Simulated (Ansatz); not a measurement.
ClFSi, SMILES `F[Si]Cl` (lower singlet) (charge 0, multiplicity 1). This singlet lies 2.72 eV below the relaxed triplet at the level composite: frozen-core CCSD(T) with HF/cc-pV5Z and the correlation energy extrapolated as X^-3 from cc-pVQZ and cc-pV5Z, plus CCSDT(Q) minus CCSD(T) in cc-pVDZ // PBE0-D3(BJ)/def2-TZVP (Ansatz, a first-principles code).

Z-matrix (Å, degrees):
```
Si
F 1 1.6030
Cl 1 2.0796 2 100.63
```
Charge 0, multiplicity 1.

Frozen-core energies in cc-pVTZ from Ansatz at a geometry from PBE0-D3(BJ)/def2-TZVP; the HF reference has <S^2> = 0.00 (restricted, and unstable towards unrestricted orbitals) and the T1 diagnostic is 0.014.

| level | energy (Ha) |
|---|---|
| HF | -848.02580 |
| MP2 | -848.56057 |
| CCSD | -848.58397 |

Question: Estimate the energies of CCSD(T), CCSDT and CCSDT(Q), and give each level's difference from CCSDT(Q).

Answer: 
```json
[
 {"level": "MP2", "energy (Ha)": "-848.56057", "difference from CCSDT(Q) (mHa)": "46.30"},
 {"level": "CCSD", "energy (Ha)": "-848.58397", "difference from CCSDT(Q) (mHa)": "22.90"},
 {"level": "CCSD(T)", "energy (Ha)": "-848.60506", "difference from CCSDT(Q) (mHa)": "1.81"},
 {"level": "CCSDT", "energy (Ha)": "-848.60584", "difference from CCSDT(Q) (mHa)": "1.03"},
 {"level": "CCSDT(Q)", "energy (Ha)": "-848.60687", "difference from CCSDT(Q) (mHa)": "0.00"}
]
```
